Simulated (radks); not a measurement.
Question: Species: the fluorine ion F3+. Configuration: [He] 2s2 2p2. Calculated with a radial shooting solver on a logarithmic mesh with Libxc functionals: non-relativistic Kohn-Sham, PBE, spin-polarised, spherical densities, point nucleus; open shells are filled with parallel spins first. Some entries of the table are withheld. Estimate them.

| orbital | occ. | eigenvalue (eV) | <r> (bohr) | <1/r> (bohr^-1) |
|---|---|---|---|---|
| 1s up | 1 | (1) | 0.1765 | 8.612 |
| 1s down | 1 | (2) | 0.1760 | 8.630 |
| 2s up | 1 | -93.2735 | (3) | 1.673 |
| 2s down | 1 | -87.6406 | (4) | 1.637 |
| 2p up | 2 | (5) | 0.8191 | 1.581 |
| 2p down | 0 | (6) | 0.8436 | 1.547 |

Answer: 
(1) 1s up eigenvalue (eV): -741.1183
(2) 1s down eigenvalue (eV): -738.8333
(3) 2s up <r> (bohr): 0.8712
(4) 2s down <r> (bohr): 0.8885
(5) 2p up eigenvalue (eV): -75.0918
(6) 2p down eigenvalue (eV): -69.1945
